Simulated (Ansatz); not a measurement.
CH₂N (SMILES C#[NH+]), charge +1, singlet, geometry from GFN2-xTB; CAM-B3LYP/6-31G* in Ansatz (an electronic-structure program).

The Ansatz input:
Ansatz 0.2 input:
```yaml
crystal:
  periodic: [false, false, false]
  atoms:
    - {symbol: C, position_ang: [-0.00000000, -0.00000000, -0.60033820]}
    - {symbol: N, position_ang: [0.00000000, 0.00000000, 0.53266727]}
    - {symbol: H, position_ang: [-0.00000000, -0.00000000, -1.67488159]}
    - {symbol: H, position_ang: [0.00000000, 0.00000000, 1.54823991]}
basis:
  gaussian:
    orbitals: 6-31G*
hamiltonian:
  xc: cam_b3lyp
total_charge: 1
accuracy: high
```

Output, abridged:

```
Functional definition: CAM-B3LYP
655 factors; integrals over basis functions are off by at most 2.7e-9 eV
179 factors; integrals over basis functions are off by at most 2.4e-9 eV
mean field evaluation 1: about -2541.6970 eV, gradient 5.9e1 eV
mean field evaluation 2: about -2535.9894 eV, gradient 7.8e1 eV
mean field evaluation 4: about -2548.4333 eV, gradient 1.2e0 eV
mean field evaluation 8: about -2548.4357 eV, gradient 3.1e-3 eV
mean field evaluation 16: about -2548.4357 eV, gradient 2.5e-8 eV
mean field -2548.43566777 eV, -93.6532833987 hartree, gradient 2.5e-8 eV, S^2 0.000000; 0 other end points of the search recorded, 0 dependent functions left out
reference -2548.43567848 eV, -93.6532837926 hartree; 7, 7 occupied and 27, 27 virtual orbitals, 655 factors
Total energy: -2548.43567848 eV, -93.6532837926 hartree
```
